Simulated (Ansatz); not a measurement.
Reaction (substitution at a C–Si bond): `C=C=C[SiH2]C` + `C=NC(=N)O` → `C=NC(=N)OC` + `C=C=C[SiH3]`

Computed with Ansatz on PBE0-D4/def2-TZVP structures; ΔE is electronic, products minus reactants. CCSD(T)/CBS is the MP2 limit (def2-TZVPP, def2-QZVPP) plus CCSD(T) − MP2 in def2-TZVPP, frozen cores. DFT in def2-TZVPP. B3LYP here is the variant with VWN-RPA as its local correlation; programs differ in this. Each species was taken in one conformer, which may not be the lowest.

`C=C=C[SiH2]C`:

```xyz
13

C    -1.876   -1.489    0.574
C    -1.468   -0.262    0.428
C    -1.015    0.946    0.269
Si    0.753    1.262   -0.239
C     1.670   -0.343   -0.478
H    -2.310   -2.038   -0.254
H    -1.805   -1.992    1.533
H    -1.691    1.784    0.439
H     1.409    2.096    0.807
H     0.751    2.063   -1.496
H     2.704   -0.152   -0.775
H     1.680   -0.926    0.445
H     1.197   -0.948   -1.254
```

`C=NC(=N)O`:

```xyz
9

C    -0.789   -0.198    1.385
N    -0.768   -0.496    0.155
C     0.263    0.020   -0.645
N     0.376   -0.225   -1.878
O     1.153    0.812   -0.020
H    -0.047    0.443    1.866
H    -1.593   -0.604    1.997
H    -0.382   -0.836   -2.167
H     1.789    1.083   -0.694
```

`C=NC(=N)OC`:

Z-matrix (Å, degrees):
```
C
O 1 1.420
H 1 1.091 2 110.5
H 1 1.088 2 105.8 3 -119.9
H 1 1.091 2 110.5 3 120.2
C 2 1.337 1 115.8 3 -60.1
N 6 1.409 2 115.1 1 -180.0
N 6 1.264 2 122.1 1 -0.0
C 7 1.265 6 119.1 2 0.0
H 8 1.016 6 108.5 2 -180.0
H 9 1.089 7 118.0 6 180.0
H 9 1.092 7 123.7 6 0.0
```

`C=C=C[SiH3]`:

```xyz
10

C     1.035    1.588    1.108
C     0.217    0.986    0.296
C    -0.585    0.347   -0.505
Si   -0.541   -1.508   -0.646
H     2.013    1.917    0.775
H     0.758    1.783    2.138
H    -1.293    0.921   -1.101
H    -0.229   -1.913   -2.043
H    -1.868   -2.082   -0.295
H     0.494   -2.041    0.273
```

Is it downhill or uphill in electronic energy at CCSD(T)/CBS, and by how much? (An estimate is asked.)

Ansatz gave: Uphill: ΔE = +89.5 kJ/mol.

What do these levels give: PBE0-D4, B3LYP-D4, PBE, MP2/def2-TZVPP, CCSD(T)/def2-TZVPP, MP2/CBS(def2)? (An estimate is asked.)

Computed: PBE0-D4 90.9, B3LYP-D4 84.0, PBE 87.9, MP2/def2-TZVPP 91.9, CCSD(T)/def2-TZVPP 86.0, MP2/CBS(def2) 95.4 kJ/mol.

Largest T1 diagnostic among the species: 0.015.

In def2-TZVPP, CCSD(T) changes the Hartree–Fock value by +9.9 kJ/mol (the triples alone add +0.2 kJ/mol) and MP2 by +15.8 kJ/mol.
